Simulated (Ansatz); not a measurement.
H2Sb (SMILES [SbH2]), doublet, at a GFN2-xTB geometry (core potentials on Sb). Base run: HF/def2-SVP (Ansatz, a quantum-chemistry and plane-wave program).

Geometry (Å):
```xyz
3

Sb     0.0010     0.0468     0.0022
H     -1.2095    -1.1698    -0.0333
H      1.1593    -1.2176    -0.0776
```
Charge 0, spin multiplicity 2.
Orbitals are unrestricted.
All else is at Ansatz's defaults.
Base energy -240.39380 Eh.

Variants of this job, named by their change:

```tsv
change	ΔE vs base (kcal/mol)
base	0.000
nuclear_model = gaussian	0.000
lower_state_search = full	0.000
lower_state_search = light	0.000
point_charge = charge:0.5 position_ang:-3.7018, -2.0954, 1.6353	-1.05
lower_state_search = off	0.000
point_charge = charge:1.0 position_ang:-1.4183, 3.1494, -0.8721	-6.22
accuracy = high	-0.001
fitting.mean_field = def2-universal-JKFIT	-0.007
point_charge = charge:-1.0 position_ang:2.0688, -1.2549, 3.6424	-2.36
forces = on	0.000
```
